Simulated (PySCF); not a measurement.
# Computed structure and properties of Ho(OH)3

System: Ho(OH)3 (singlet in the valence; each metal's 4f electrons, 10 of them, lie in its core potential, out of spins and levels); start: template (C3v). Method: PySCF 2.14.0, RKS PBE0, Ho lcecp-1-SVP with ECP56, O def2-SVP, H def2-SVP; non-relativistic Hamiltonian with scalar-relativistic core potentials where named; density fitting; no spin-orbit coupling.

Input of the relaxation:

```python
mol = gto.M(atom='''
Ho     0.00000     0.00000    -0.00490
O      2.14279     0.00001    -0.00490
H      3.04278     0.00001     0.34510
O     -1.07140     1.85570    -0.00490
H     -1.52140     2.63511     0.34510
O     -1.07139    -1.85571    -0.00490
H     -1.52138    -2.63513     0.34510''',
    basis={'Ho': 'lcecp-1-SVP', 'O': 'def2-SVP', 'H': 'def2-SVP'},
    ecp={'Ho': 'lcecp-1-SVP'},
    charge=0, spin=0)
mf = dft.RKS(mol, xc='PBE0')
mf.grids.atom_grid = (50, 194)  # f atoms: unpruned, at least (60, 302)
mf = mf.density_fit()  # fitting sets: Ho AutoAux, O def2-universal-JKFIT, H def2-universal-JKFIT
mf.conv_tol = 1e-08; mf.max_cycle = 55
mf.kernel(dm0)  # dm0: converged density of the start geometry
# quasi-Newton relaxation in Cartesian coordinates to a largest gradient under 0.00045 Eh/bohr, steps kept in the point group
```

Run from Python with OMP_NUM_THREADS=2; the lines above give its settings. Where DIIS fails, smearing, a level shift and second-order steps follow.
It took 40 s on 2 threads of Intel(R) Xeon(R) 6975P-C (Granite Rapids), on a shared host, from the converged density of the start.

Course of the relaxation:

```csv
step,energy above end (eV),largest force component within the symmetry (eV/Å)
0,0.4594,1.501
1,0.1613,0.790
2,0.0627,0.479
3,0.0335,0.462
4,0.0243,0.108
5,0.0195,0.275
6,0.0150,0.346
7,0.0087,0.309
8,0.0041,0.064
9,0.0027,0.193
10,0.0010,0.054
11,0.0003,0.026
12,0.0001,0.049
13,0.0000,0.016
14,0.0000,0.005
```

Relaxed geometry (D3h):

```xyz
7

Ho    0.0000    0.0000    0.1439
O     2.0348    0.0000    0.1445
H     2.9899    0.0000    0.1461
O    -1.0174    1.7622    0.1445
H    -1.4950    2.5894    0.1461
O    -1.0174   -1.7622    0.1445
H    -1.4950   -2.5894    0.1461
```

```csv
contact,Å
Ho1–O2 (OH),2.035
Ho1–O4 (OH),2.035
Ho1–O6 (OH),2.035
```

On the finer grid (75, 302):

```yaml
HOMO: -7.64 eV
LUMO: -1.29 eV
Dipole_about_the_centre_of_mass: 0.00 D
Set_of_Mulliken_populations_of_Ho1_outside_the_core_potential: s 2.15, p 6.37, d 1.33, f 0.08
D3_BJ_dispersion_energy_not_in_the_energies: -0.079 eV
```

```
atom  Mulliken (e)  Löwdin (e)  spin (e)
 Ho1          1.06        0.67      0.00
  O2         -0.53       -0.30      0.00
  H3          0.17        0.08      0.00
  O4         -0.53       -0.30      0.00
  H5          0.17        0.08      0.00
  O6         -0.53       -0.30      0.00
  H7          0.17        0.08      0.00
```

The 4f levels lie in the core potential and are missing. Their spin isn't counted.

On the grid (50, 194), as all that follows. Harmonic modes: a minimum within the noise of the softest modes; lowest 35 cm⁻¹ (negative: unstable), highest 4029 cm⁻¹, zero-point energy 1.037 eV.

Taking off one OH (charge -1, singlet; the rest: singlet) in vacuum, both parts rigid, costs 11.33 eV; the small basis without counterpoise inflates it. Most of it is the attraction of opposite charges; other ways to part are cheaper, and one spin state was tried for the rest.

Rigid scan of OH along the line from its metal:

(distance to O2 (Å), energy (eV)): (1.73, 1.490), (1.83, 0.566), (1.93, 0.121), (2.03, 0.000), (2.13, 0.091), (2.23, 0.319), (2.43, 0.989), (2.73, 2.145), (3.13, 3.547), (3.63, 4.894)

One start shape was tried, so this needn't be the lowest isomer.

An lcecp potential fixes the number of 4f electrons, so in runs with it no electron can move into or out of that shell.
